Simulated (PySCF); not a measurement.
**Electron correlation in Si- (silicon, charge -1)**

[Ne] 3s2 3p3, high-spin 4S determinant. All numbers are calculated (PySCF 2.14, scalar relativity by spin-free X2C-1e, in aug-cc-pVTZ-DK). Frozen: [Ne]; 5 electrons correlated.

MP2 pair energies summed by pair of shells (mhartree):

```tsv
pair	energy	share (%)
3s-3p	-47.18	61.9
3p-3p	-16.76	22.0
3s-3s	-12.33	16.2
```

Total MP2 correlation energy: -76.26 mhartree.

Same-spin part -22.17 and opposite-spin part -54.10 mhartree; SCS-MP2 scales them by 1/3 and 6/5 to -72.31 mhartree.
